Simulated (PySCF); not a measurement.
C4H7FO. Atoms are numbered in the order given.

```xyz
13

C      0.2702    -2.5453     0.0000
C      0.4091    -1.0378     0.0000
O     -0.9072    -0.4809     0.0000
C     -1.0632     0.8548     0.0000
C     -0.1690     1.8526     0.0000
F      1.1721     1.6916     0.0000
H      1.2642    -3.0187     0.0000
H     -0.2785    -2.8852    -0.8917
H     -0.2785    -2.8852     0.8917
H      0.9594    -0.6853    -0.8889
H      0.9594    -0.6853     0.8889
H     -2.1192     1.1386     0.0000
H     -0.4802     2.8987     0.0000
```
Charge 0, spin multiplicity 1.

The structure is a stationary point at B3LYP-D3(BJ)/def2-SVP. The structure was generated by enumeration; whether it is a known compound was not checked. The values are those of a single conformer.

The numbers are results of HF/def2-TZVP (PySCF), not measurements.

Atomic charges (e):

| atom | Löwdin | IAO |
|---|---|---|
| C1 | -0.28 | -0.36 |
| C2 | -0.28 | 0.03 |
| O3 | 0.18 | -0.42 |
| C4 | -0.27 | 0.08 |
| C5 | -0.29 | 0.08 |
| F6 | 0.09 | -0.34 |
| H7 | 0.12 | 0.12 |
| H8 | 0.12 | 0.13 |
| H9 | 0.12 | 0.13 |
| H10 | 0.12 | 0.12 |
| H11 | 0.12 | 0.12 |
| H12 | 0.14 | 0.16 |
| H13 | 0.13 | 0.15 |

Give the Mayer and Wiberg (Löwdin basis) orders of the bonds. (The exact figures need the calculation; the answer reports its results.)


```json
[
 {"bond": "C1–C2", "Mayer": "0.99", "Wiberg": "1.31"},
 {"bond": "C2–O3", "Mayer": "0.87", "Wiberg": "1.35"},
 {"bond": "O3–C4", "Mayer": "1.07", "Wiberg": "1.64"},
 {"bond": "C4–C5", "Mayer": "1.91", "Wiberg": "2.11"},
 {"bond": "C5–F6", "Mayer": "0.90", "Wiberg": "1.66"},
 {"bond": "C1–H7", "Mayer": "0.99", "Wiberg": "0.91"},
 {"bond": "C1–H8", "Mayer": "0.98", "Wiberg": "0.91"},
 {"bond": "C1–H9", "Mayer": "0.98", "Wiberg": "0.91"},
 {"bond": "C2–H10", "Mayer": "0.98", "Wiberg": "0.88"},
 {"bond": "C2–H11", "Mayer": "0.98", "Wiberg": "0.88"},
 {"bond": "C4–H12", "Mayer": "0.97", "Wiberg": "0.85"},
 {"bond": "C5–H13", "Mayer": "0.99", "Wiberg": "0.88"}
]
```
